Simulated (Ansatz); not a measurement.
`[Br][Au]` + H₂S → `[SH][Au]` + HBr at 298.15 K and 1 bar (ligand exchange at the Au–Br bond).

Calculated with Ansatz (gas phase, PBE0-D4/def2-TZVP geometries, no zero-point term in ΔE). CCSD(T)/CBS is the MP2 limit (def2-TZVPP, def2-QZVPP) plus CCSD(T) − MP2 in def2-TZVPP, frozen cores. This one scheme is used for every species. def2 core potentials past Kr. For Au, Br outer-core shells are correlated without core-valence functions, which leaves a few kJ/mol of doubt a bond. Scalar relativity is left out up to krypton.

```json
{"species": "`[Br][Au]`", "CCSD(T)/CBS energy (Eh)": "-2708.86234", "H − E (kJ/mol)": "11.5", "S (J/(mol·K))": "263.1"}
{"species": "H₂S", "CCSD(T)/CBS energy (Eh)": "-398.97279", "H − E (kJ/mol)": "49.9", "S (J/(mol·K))": "205.7"}
{"species": "`[SH][Au]`", "CCSD(T)/CBS energy (Eh)": "-533.91058", "H − E (kJ/mol)": "33.7", "S (J/(mol·K))": "274.5"}
{"species": "HBr", "CCSD(T)/CBS energy (Eh)": "-2573.91920", "H − E (kJ/mol)": "24.6", "S (J/(mol·K))": "198.6"}
```

H − E and S are ideal-gas, rigid-rotor, harmonic terms from PBE0-D4/def2-TZVP. 1 Eh = 2625.50 kJ/mol, R = 8.31446 J/(mol·K).

Task: By hand: ΔE, ΔH, ΔS and ΔG.

Result: ΔE = (-533.91058) + (-2573.91920) − (-2708.86234) − (-398.97279) = 0.00535 Eh = 14.0 kJ/mol. Δ(H − E) = 33.7 + 24.6 − 11.5 − 49.9 = -3.1, so ΔH = 10.9 kJ/mol. ΔS = 274.5 + 198.6 − 263.1 − 205.7 = 4.3 J/(mol·K). ΔG = 10.9 − 298.15 × (4.3)/1000 = 9.6 kJ/mol.

Task: By hand: the equilibrium constant, and the temperature at which ΔG would vanish if ΔH and ΔS stayed fixed.

Result: log₁₀ K = −ΔG/(RT ln 10) = -1.7. ΔG = 0 at ΔH/ΔS = 2535 K, far beyond where these terms or the molecules hold.

The number of gas molecules stays the same, so ΔS is small and ΔH decides. A doubt of 5 kJ/mol in ΔE shifts log₁₀ K by 0.9 here. These are equilibria of isolated gas molecules and say nothing of rates. Largest T1 diagnostic: 0.025 (customary marks: 0.02 for closed shells, 0.045 for open ones).
